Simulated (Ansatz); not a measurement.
Cartesian coordinates in Å:
```
O -1.065 -0.905 1.746
Si -0.460 0.597 1.583
Cl 1.005 1.032 2.956
N 0.246 0.750 0.027
Si 0.020 -0.289 -1.303
O 0.803 0.409 -2.551
Cl 0.834 -2.167 -0.972
H -0.483 -1.651 1.581
H -1.581 1.512 1.846
H 1.009 1.407 -0.073
H -1.408 -0.547 -1.559
H 1.079 -0.146 -3.281
```

The species carries charge 0 and has multiplicity 1.

Question: List the PBE/def2-TZVPP orbital energies in eV (Ansatz). (Estimate.)

Answer: Computed: Occupied: -2739.04, -2738.91, -1781.28, -1781.17, -510.91, -510.73, -380.54, -249.63, -249.50, -190.30, -190.18, -190.17, -190.15, -190.04, -190.03, -138.83, -138.71, -95.62, -95.57, -95.51, -95.50, -95.45, -95.39, -25.74, -25.55, -21.68, -20.61, -20.40, -14.65, -14.22, -12.87, -12.05, -11.17, -10.32, -10.13, -9.78, -9.37, -8.85, -8.53, -8.32, -8.00, -7.92, -7.81, -7.70, -6.99. Lowest empty: -0.57, -0.22, -0.04, 0.25, 0.43, 1.10, 1.37, 1.54.
